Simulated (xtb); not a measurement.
NbF4, SMILES [F][Nb+]([F])([F])[F], charge +1, multiplicity 1. All values are semi-empirical tight-binding results from xtb (GFN2-xTB unless named), good for trends rather than for accurate numbers. Coordinates come from a GFN2-xTB optimisation. The spin state was assumed, not searched. The isomer is the one that the SMILES or the coordinates give; other isomers of the formula were not compared.

Optimised geometry:

```xyz
5

Nb     0.0000     0.0000     0.0000
F     -1.0171     1.0171    -1.0171
F      1.0171     1.0171     1.0171
F      1.0171    -1.0171    -1.0171
F     -1.0171    -1.0171     1.0171
```
Charge +1, spin multiplicity 1.

For metal compounds this method's bond lengths and energies can be far off.

Computed properties:
The point group as xtb finds it is Td. The orbital gap comes out as 4.70 eV and the zero-point energy is 4.3 kcal/mol. The G − E(el) at 298.15 K (modified RRHO) is -14.0 kcal/mol.

Computed atomic charges and the Wiberg bond orders between heavy atoms:
charges (e) Nb1 0.64, F2 0.09, F3 0.09, F4 0.09, F5 0.09. Bond orders Nb1–F2 1.60, Nb1–F3 1.60, Nb1–F4 1.60, Nb1–F5 1.60.
